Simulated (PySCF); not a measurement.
```xyz
4
charge 1 multiplicity 2, angstrom
Ru    0.0000    0.0000   -0.1378
O     1.5831    0.0000    0.2926
O    -0.7916    1.3710    0.2926
O    -0.7916   -1.3710    0.2926
```

These are results of UPBE0/[Ru def2-TZVP with ECP28, O def2-TZVP], scalar-relativistic core potentials, density fitting, no spin–orbit coupling, PySCF, not measurements.

This geometry of RuO₃⁺ is a stationary point at this level.

What is the point group?

C3v.

Is it a minimum?

Yes: all harmonic wavenumbers are real.

Which band is strongest in the infrared?

1028 cm⁻¹ (e), 122 km/mol.

Give the atomic charges and bond orders.


```json
{"atom": "Ru1", "Mulliken": "1.79", "Löwdin": "1.14", "polar tensor": "1.77", "spin (Mulliken)": "0.66", "Mayer order to Ru1": "–"}
{"atom": "O2,3,4", "Mulliken": "-0.26", "Löwdin": "-0.05", "polar tensor": "-0.26", "spin (Mulliken)": "0.11", "Mayer order to Ru1": "1.77"}
```

Give the ideal-gas entropy at 298.15 K and 1 bar by parts.

translation 171.3, rotation 94.2, vibration 18.7, spin 5.8; total 289.9 J/(mol K).

Only a few start shapes were tried, so a lower isomer may exist. Open d and f shells are described by one determinant, and the ground state may have another occupation or spin.
